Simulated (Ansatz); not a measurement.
Mg₂S₂⁻, relaxed as a quartet with UKS PBE-D4/def2-TZVPD in Ansatz, starting from the PBE-D4/def2-TZVPD geometry of the charge -1 doublet. Force threshold 0.02 eV/Å.

The highest occupied level of the charge -1 quartet lies above zero (up to 0.31 eV). It is a level of α spin, whose loss leaves a triplet; that state wasn't run at this geometry and level. The electron is either unbound and held by the finite basis, or the level is raised by self-interaction error. The relaxation made no stability test and no search for a lower SCF solution. At PBE-D4/def2-TZVPD a doublet of charge -1 lies 1.70 eV below the quartet, each at its own geometry. The structure comes from a short search, and lower isomers may exist.

Start:

| atom | x (Å) | y (Å) | z (Å) |
| --- | --- | --- | --- |
| Mg1 | 0.302 | -1.120 | -0.765 |
| Mg2 | -0.302 | 1.120 | 0.765 |
| S3 | -0.668 | 0.882 | -1.555 |
| S4 | 0.668 | -0.882 | 1.555 |

```json
{"step": "1", "energy (eV)": "-32547.5888", "largest force component (eV/Å)": "1.180", "SCF passes": "15"}
{"step": "2", "energy (eV)": "-32547.8111", "largest force component (eV/Å)": "0.258", "SCF passes": "21"}
{"step": "3", "energy (eV)": "-32547.8269", "largest force component (eV/Å)": "0.022", "SCF passes": "22"}
{"step": "4", "energy (eV)": "-32547.8271", "largest force component (eV/Å)": "0.005", "SCF passes": "24"}
{"step": "5", "energy (eV)": "-32547.8285", "largest force component (eV/Å)": "0.032", "SCF passes": "26"}
{"step": "6", "energy (eV)": "-32547.8328", "largest force component (eV/Å)": "0.067", "SCF passes": "27"}
{"step": "7", "energy (eV)": "-32547.8497", "largest force component (eV/Å)": "0.146", "SCF passes": "28"}
{"step": "8", "energy (eV)": "-32547.9095", "largest force component (eV/Å)": "0.265", "SCF passes": "33"}
{"step": "9", "energy (eV)": "-32547.9445", "largest force component (eV/Å)": "0.190", "SCF passes": "28"}
{"step": "10", "energy (eV)": "-32547.9876", "largest force component (eV/Å)": "0.176", "SCF passes": "26"}
{"step": "11", "energy (eV)": "-32548.0024", "largest force component (eV/Å)": "0.064", "SCF passes": "24"}
{"step": "12", "energy (eV)": "-32548.0090", "largest force component (eV/Å)": "0.043", "SCF passes": "21"}
{"step": "13", "energy (eV)": "-32548.0106", "largest force component (eV/Å)": "0.015", "SCF passes": "20"}
```

Force components are those of the run's own axes.

End:

```xyz
4

Mg    0.684   -1.179   -0.963
Mg   -0.023    1.448    0.831
S    -0.904    0.623   -1.269
S     0.242   -0.891    1.400
```

By distances, no bond broke or formed. The bond that changes most is Mg1–S4, from 2.36 to 2.42 Å (atoms count from 1).

The force fell under the threshold at step 4, but the optimiser went on and released 0.184 eV more. No frequencies were taken in this run, so the end may be a saddle point.

It took 26 s on 4 threads of Intel Xeon Platinum 8488C on a shared host.
